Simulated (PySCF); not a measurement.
**`F[SiH2]S[SiH2]F`: 4 charge schemes on one density**

Species: F2H4SSi2.
Z-matrix (Å and degrees, GFN2-xTB geometry), rows numbered from 1:
```
F 
Si  1  1.6086
S   2  2.1410  1  107.97
Si  3  2.1409  2  102.73  1   -58.73
F   4  1.6086  3  107.86  2   -58.89
H   2  1.4431  1  107.34  3   113.20
H   2  1.4463  1  104.49  3  -119.54
H   4  1.4431  3  105.36  2  -173.23
H   4  1.4465  3  112.20  2    55.67
```

Density: PBE0/pcSseg-1 (PySCF); schemes: Mulliken, IAO, Hirshfeld and ESP-fitted. The structure is a single GFN2-xTB conformer in the gas phase; no vibrational or solvent corrections.

**Question.** What partial charge does each atom carry?

**Answer.** In e:

```json
{"atom": "F1", "environment": "silicon-bound fluorine", "Mulliken": "-0.422", "IAO": "-0.538", "Hirshfeld": "-0.204", "ESP-fitted": "-0.288"}
{"atom": "Si2", "environment": "fluorine-bound silicon", "Mulliken": "+0.876", "IAO": "+1.013", "Hirshfeld": "+0.412", "ESP-fitted": "+0.582"}
{"atom": "S3", "environment": "sulfur bonded to 2 Si", "Mulliken": "-0.562", "IAO": "-0.446", "Hirshfeld": "-0.171", "ESP-fitted": "-0.388"}
{"atom": "Si4", "environment": "fluorine-bound silicon", "Mulliken": "+0.876", "IAO": "+1.013", "Hirshfeld": "+0.412", "ESP-fitted": "+0.582"}
{"atom": "F5", "environment": "silicon-bound fluorine", "Mulliken": "-0.422", "IAO": "-0.538", "Hirshfeld": "-0.204", "ESP-fitted": "-0.288"}
{"atom": "H6", "environment": "Si–H hydrogen", "Mulliken": "-0.088", "IAO": "-0.122", "Hirshfeld": "-0.061", "ESP-fitted": "-0.040"}
{"atom": "H7", "environment": "Si–H hydrogen", "Mulliken": "-0.084", "IAO": "-0.131", "Hirshfeld": "-0.062", "ESP-fitted": "-0.060"}
{"atom": "H8", "environment": "Si–H hydrogen", "Mulliken": "-0.088", "IAO": "-0.122", "Hirshfeld": "-0.061", "ESP-fitted": "-0.040"}
{"atom": "H9", "environment": "Si–H hydrogen", "Mulliken": "-0.084", "IAO": "-0.131", "Hirshfeld": "-0.062", "ESP-fitted": "-0.059"}
```

Mean size of the charges over all atoms: IAO 0.450 e, Mulliken 0.389 e, ESP-fitted 0.259 e, Hirshfeld 0.183 e. Each set sums to the total charge, 0, to within 0.001 e. The ESP scheme is a least-squares fit of atom-centred charges to the potential on four shells outside the van der Waals surface, with the total charge fixed. The Mulliken scheme counts on each atom the diagonal of the density matrix times the overlap matrix over that atom's basis functions.

Lowest charge. The schemes don't all agree: Mulliken S3 (-0.562); IAO F1 and F5 (-0.538); Hirshfeld F1 and F5 (-0.204); ESP-fitted S3 (-0.388).

Highest charge. All schemes agree: Mulliken Si2 and Si4 (+0.876); IAO Si2 and Si4 (+1.013); Hirshfeld Si2 and Si4 (+0.412); ESP-fitted Si2 and Si4 (+0.582).

**Question.** How many electrons does the ESP-fitted scheme count on F1?

**Answer.** Z − q = 9 − (-0.288) = 9.288.

**Question.** Sum the charges by element, for elements with more than one atom.

**Answer.** 
```
element  atoms  Mulliken     IAO  Hirshfeld  ESP-fitted
      F      2    -0.845  -1.075     -0.408      -0.577
     Si      2    +1.752  +2.027     +0.825      +1.164
      H      4    -0.345  -0.506     -0.246      -0.199
```

These values come from a run that also computed NMR shieldings. The run took 26 s wall on Intel Xeon at 2.50 GHz, one thread, shared host with 64 logical CPUs at a one-minute load of 49, and the process peaked at 0.59 GiB of memory.
